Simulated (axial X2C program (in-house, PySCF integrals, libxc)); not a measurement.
## Curves of EuF⁺ from open-shell CI on f6 s1

Calculated with an axial X2C code built on PySCF integrals: two-component X2C with atomic mean-field Coulomb and Gaunt terms, basis Eu dyall-v3z, F dyall-v3z (cores contracted in-house). Orbitals come from Hartree–Fock averaged over the configuration Eu f6 s1; CI then distributes these electrons over the f, s shells of Eu.

Scan along the bond; masses Eu 152.921 u, F 18.998 u. Energies in cm⁻¹ from the lowest point; levels are followed by energy order within each Ω. Lowest level at 1.939 Å: 100% f6 s1.

```csv
R (Å),(1)Ω=1/2,(1)Ω=3/2,(1)Ω=5/2,(2)Ω=1/2,(2)Ω=3/2
1.803,2619,2842,3325,3968,4334
1.871,623,855,1358,1861,2218
1.939,0,238,758,1153,1506
2.017,538,782,1318,1615,1968
2.094,2008,2257,2805,3026,3382
2.181,4423,4678,5237,5389,5750
2.288,8058,8319,8890,8974,9343
```

**Question.** Fit the curves (1)Ω=1/2, (1)Ω=3/2, (1)Ω=5/2, (2)Ω=1/2, (2)Ω=3/2 near their minima.

**Answer.** From the open-shell CI curves, Te from the lowest:

```csv
level,Te (cm⁻¹),Re (Å),ωe (cm⁻¹)
(1)Ω=1/2,0,1.943,659.7
(1)Ω=3/2,238,1.942,659.9
(1)Ω=5/2,759,1.941,660.4
(2)Ω=1/2,1146,1.948,658.2
(2)Ω=3/2,1499,1.948,659.1
```

Without dynamic correlation distances can be off by several hundredths of an Å (long for ionic bonds, short for multiple bonds) and the wavenumbers are rough.

The 5 lowest curves are shown; the next is (1)Ω=7/2, from 1613 cm⁻¹.

There is no dynamic correlation: spin–orbit spacings and, for f shells, spacings inside one term are the most reliable numbers, splittings between terms come out too wide, and energies between configurations are not reliable, so the lowest level need not be the ground state of the molecule. At most 4 roots were kept for each Ω > 0 (twice that for Ω = 0) within 2.2 eV of the lowest, so higher up levels can be missing between those listed; levels with Ω > 0 are doubly degenerate and listed once, Ω = 0 levels singly.
